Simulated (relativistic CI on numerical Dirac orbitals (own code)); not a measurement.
Os LIV: q coefficients and field-shift factors

Method of calculation: Dirac-Coulomb-Breit CI, KLI orbitals optimised for each configuration, derivatives by finite differences, unscaled Slater integrals, QED left out (own radial code, finite nucleus).

CI space (outside the closed core [Ne]): 3s²3p⁶3d⁵, 3s²3p⁵3d⁶, 3s²3p⁴3d⁷, 3s3p⁶3d⁶, 3p⁶3d⁷, 3s3p⁵3d⁷, 3s²3p⁶3d⁴4s, 3s²3p⁶3d³4s². Levels of other configurations are missing.

With x = (α/α₀)² − 1 an excitation energy changes as ω = ω₀ + qx; K = 2q/ω₀ is the relative enhancement. Terms are leading LS components, so labels can repeat. The field-shift factor is F = δν/δ⟨r²⟩ for the transition from the lowest level.

Lowest level 3s²3p⁶3d⁵ ²D5/2.

```tsv
Level	ω₀ (cm⁻¹)	q (cm⁻¹)	K	F (GHz/fm²)
3s²3p⁶3d⁵ ⁶S5/2	543269	659000	2.43	18.2
3s²3p⁶3d⁵ ⁴G7/2	642535	643700	2	18.2
3s²3p⁶3d⁵ ²H11/2	654311	630300	1.93	18.8
3s²3p⁶3d⁵ ⁴D3/2	657500	655600	1.99	17.9
3s²3p⁶3d⁵ ²G9/2	702397	646500	1.84	18.8
3s²3p⁶3d⁵ ²D5/2	733738	660000	1.8	18.8
3s²3p⁶3d⁵ ⁴P1/2	765500	690900	1.81	18.8
3s²3p⁶3d⁵ ²F7/2	772265	651100	1.69	18.4
3s²3p⁶3d⁵ ²D3/2	916422	702100	1.53	20.9
3s²3p⁶3d⁵ ⁶S5/2	1174624	1.3e+06	2.21	35.6
3s²3p⁶3d⁵ ⁴D7/2	1250834	1.305e+06	2.09	35.9
3s²3p⁶3d⁵ ⁴G11/2	1255053	1.29e+06	2.06	36.8
3s²3p⁶3d⁵ ⁴G9/2	1271600	1.294e+06	2.04	36.1
3s²3p⁶3d⁵ ²I13/2	1298388	1.279e+06	1.97	37.2
3s²3p⁶3d⁵ ⁴D1/2	1312983	1.322e+06	2.01	36.2
3s²3p⁶3d⁵ ⁴P3/2	1320003	1.318e+06	2	36.6
3s²3p⁶3d⁵ ²F5/2	1332124	1.307e+06	1.96	36.1
3s²3p⁶3d⁵ ²H9/2	1375465	1.302e+06	1.89	37.4
3s²3p⁶3d⁵ ²G7/2	1398477	1.299e+06	1.86	36.3
3s²3p⁶3d⁵ ⁴F5/2	1415096	1.315e+06	1.86	37.3
3s²3p⁶3d⁵ ²D3/2	1419688	1.293e+06	1.82	34.8
3s²3p⁶3d⁵ ²G7/2	1470824	1.308e+06	1.78	37.5
3s²3p⁶3d⁵ ⁴P1/2	1470884	1.313e+06	1.79	36.5
```

At this charge energies of transitions that change n are usually good to better than 1 %, and those within a shell (Δn = 0) to a few per cent.
